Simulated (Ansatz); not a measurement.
C$_{2}$H$_{10}$BNSi, SMILES `CB[SiH](C)N`, relaxed with RKS PBE0-D4/def2-TZVP in Ansatz 0.2.0 from a PBE-D4/def2-SVP geometry. The force threshold is 0.005 eV/Å; the program also tests the step.

The species carries charge 0 and has multiplicity 1.

Start:

```xyz
15

C     0.914    0.122   -2.189
B     0.237    0.921   -1.029
Si    0.003    0.217    0.852
C    -0.369   -1.639    0.957
N    -1.327    1.080    1.615
H     1.017   -0.973   -2.054
H     0.487    0.343   -3.190
H     1.950    0.546   -2.233
H    -0.066    2.086   -1.258
H     1.368    0.405    1.522
H    -0.449   -1.976    2.012
H     0.444   -2.224    0.480
H    -1.323   -1.881    0.447
H    -1.349    2.094    1.471
H    -1.537    0.878    2.597
```

| step | energy (eV) | largest force (eV/Å) | largest move (Å) |
| --- | --- | --- | --- |
| 1 | -12274.8154 | 0.586 | 0.000 |
| 2 | -12274.8692 | 0.244 | 0.027 |
| 3 | -12274.8761 | 0.116 | 0.015 |
| 4 | -12274.8772 | 0.064 | 0.014 |
| 5 | -12274.8784 | 0.069 | 0.040 |
| 6 | -12274.8786 | 0.029 | 0.018 |
| 7 | -12274.8789 | 0.012 | 0.012 |
| 8 | -12274.8789 | 0.007 | 0.007 |
| 9 | -12274.8789 | 0.006 | 0.010 |
| 10 | -12274.8789 | 0.007 | 0.016 |
| 11 (rejected) | -12274.8789 | 0.016 | 0.021 |
| 12 | -12274.8790 | 0.005 | 0.010 |
| 13 | -12274.8790 | 0.004 | 0.013 |

End:

```xyz
15

C     0.934    0.134   -2.169
B     0.203    0.909   -1.037
Si    0.005    0.206    0.843
C    -0.388   -1.624    0.943
N    -1.253    1.082    1.645
H     1.061   -0.940   -2.019
H     0.530    0.324   -3.167
H     1.946    0.574   -2.185
H    -0.175    2.025   -1.290
H     1.364    0.370    1.476
H    -0.472   -1.950    1.983
H     0.405   -2.213    0.476
H    -1.331   -1.852    0.441
H    -1.357    2.064    1.448
H    -1.473    0.891    2.610
```

It took 55 s on 4 threads of an Arm Neoverse V2 on a shared host, with 0.6 GiB of host memory at the peak.
